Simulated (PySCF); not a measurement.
Polarisability and C₆ of Fe (iron, neutral)

[Ar] 3d6 4s1 4p1, one real determinant (an excited configuration). All numbers are calculated (PySCF 2.14, no relativity, point nucleus, in dyall-av2z (16s12p7d2f, 101 functions)). Coupled (time-dependent) response in atomic units; α is the mean over directions. A double-zeta set is small for polarisabilities.

| method | mean α (bohr³) | α xx, yy, zz | C₆ (like pair) | S(−4) |
| --- | --- | --- | --- | --- |
| UHF | 74.36 | 67.36, 67.36, 88.38 | 716.7 | 3102 |
| PBE | 76.74 | 60.23, 60.23, 109.7 | 716.6 | 4470 |
| PBE0 | 74.70 | 61.53, 61.53, 101.0 | 702.9 | 3730 |

S(−4) is the Cauchy moment in α(ω) = α(0) + S(−4) ω² + …

α(iu) at UHF:

```tsv
u (hartree)	α(iu) (bohr³)
0	74.36
0.0500	67.55
0.100	53.89
0.200	31.37
0.300	19.40
0.500	9.627
0.750	5.485
1.00	3.737
1.50	2.208
2.00	1.514
3.00	0.8703
5.00	0.4158
```

A single London oscillator, α(iu) = α/(1 + u²/ω²), gives C₆ = (3/4) ω α². Matching the computed C₆ needs ω = 4 × 716.7 / (3 × 74.36²) = 0.173 hartree.

The components differ because the open shell of this determinant is not spherical; for a pure term their mean is the scalar polarisability.

⟨L²⟩ = 8.06 against 12 for a pure F term, so this real determinant mixes terms.
